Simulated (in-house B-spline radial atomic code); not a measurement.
A calculation on Ho⁷⁺ (an excited or competing configuration): its settings, and results tabulated from the run. Computed with an all-electron radial atomic-structure program (B-spline basis): scalar-relativistic (X2C) Hartree-Fock, spin-polarised, averaged over the determinants with the given up and down occupations, Fermi nucleus of rms radius 5.2022 fm.

In the input, 3d5,1 would mean five up and one down electron.

Command:
```bash
python run_scf.py task.json out
```
Settings (nuclear radius in fm, mass in u):
```
Z                67
configuration    1s2 2s2 2p6 3s2 3p6 3d10 4s2 4p6 4d4,5 4f7,3 5s2 5p2,1
hamiltonian      x2c
method           hf
spin_polarised   True
nucleus          fermi
rms_radius       5.2022
atomic_mass      164.93033
speed_of_light   137.035999084
```

Output (hartree, bohr):
```
 radial grid: 67 intervals, B-splines of order 8, outer radius 18.8312 bohr

 iter        energy (Eh)    residual
    1      -12531.472797    1.24e+00
    2      -12562.523319    1.51e+00
    3      -12590.236265    3.46e-01
    4      -12591.886447    1.12e-01
    5      -12591.982242    2.96e-02
    6      -12591.991834    1.97e-02
    7      -12591.997142    1.10e-03
    8      -12591.997151    3.70e-04
    9      -12591.997153    1.07e-05
   10      -12591.997153    3.86e-06
   11      -12591.997153    2.10e-07

 total energy                    -12591.99715
 kinetic                           13864.3156
 electron-nucleus                 -30881.5730
 electron-electron                  4425.2602

 orbital      occ     eigenvalue          <r>       <r^2>       <1/r>       r_max
 1s up      1.000     -2058.4831    0.0199905 0.000555184     82.0922     0.01224
 1s down    1.000     -2058.4773    0.0199905 0.000555185     82.0923     0.01224
 2s up      1.000      -352.5508    0.0872875  0.00906574     19.0366     0.07439
 2s down    1.000      -352.5897    0.0872883  0.00906571     19.0359     0.07439
 2p up      3.000      -313.2335    0.0776076  0.00737175     16.5487     0.06012
 2p down    3.000      -313.2706    0.0776122  0.00737242     16.5475     0.06013
 3s up      1.000       -84.0513     0.228703   0.0599256     6.86221      0.2109
 3s down    1.000       -83.9426     0.228528   0.0598302     6.86876      0.2108
 3p up      3.000       -71.7524      0.22776   0.0602486     6.18358      0.2073
 3p down    3.000       -71.6286     0.227527   0.0601201     6.19041      0.2071
 3d up      5.000       -55.8015     0.208076   0.0508808     5.78043      0.1697
 3d down    5.000       -55.7015     0.207265   0.0504205      5.7974      0.1693
 4s up      1.000       -20.8895      0.51758    0.302214     2.82233      0.4836
 4s down    1.000       -20.7367     0.517466    0.301972     2.82039      0.4835
 4p up      3.000       -16.6952     0.547656    0.341033     2.53814      0.5046
 4p down    3.000       -16.5427     0.547275    0.340338     2.53701      0.5045
 4d up      4.000       -11.0241     0.590412    0.403582     2.24359      0.5227
 4d down    5.000       -10.6857     0.590219    0.402701     2.23535      0.5222
 4f up      7.000        -4.5758     0.700482    0.600067     1.77816       0.514
 4f down    3.000        -4.4525     0.702282    0.603811      1.7748       0.515
 5s up      1.000        -5.8231      1.18942     1.57656     1.12693       1.099
 5s down    1.000        -5.5917       1.1961     1.59527      1.1193       1.101
 5p up      2.000        -4.6455      1.31964     1.94586    0.993845       1.212
 5p down    1.000        -4.5135      1.33397     1.98852    0.979456       1.219
```

Cost of the run: 0.64 s on 1 thread of Arm Neoverse N1 (shared host).

One-electron X2C: radii and densities carry no picture-change correction, so inner-shell <1/r> comes out high (for 1s by about 2 % at Z = 33, 5 % at 54, 10 % at 75, 30 % at 118) and <r> low.
